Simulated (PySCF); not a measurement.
In(H)2(SH) (H3InS), SMILES [SH][InH2]. Atoms are numbered in the order given.

```xyz
5

In    -0.0016     0.5838     0.0000
H      1.5435     1.3306     0.0000
H     -1.5694     1.2857     0.0000
S      0.0846    -1.8273     0.0000
H     -1.2495    -1.9878     0.0000
```

The structure is a stationary point at B3LYP-D3(BJ)/def2-TZVP. The def2 effective core potentials stand for the cores of In; spin–orbit coupling is left out.

Method: IEF-PCM-PBE0/def2-SVP (PySCF).

The values are the electrostatic part of the solvation free energy, E(continuum) − E(gas) at the gas-phase geometry, in a cavity of scaled van der Waals radii (PySCF's table); cavitation and dispersion terms are not included. A continuum can't describe solvent molecules that bind to the metal. In vacuum the orbital gap is 5.63 eV. The dipole moment in vacuum is 1.70 D.

```
solvent      ε  ΔG(elec) (kcal/mol)  dipole (D)  gap (eV)
-------  -----  -------------------  ----------  --------
water    78.36                 -4.7        2.44      6.12
benzene   2.27                 -2.0        2.02      5.84
toluene   2.37                 -2.1        2.03      5.85
```
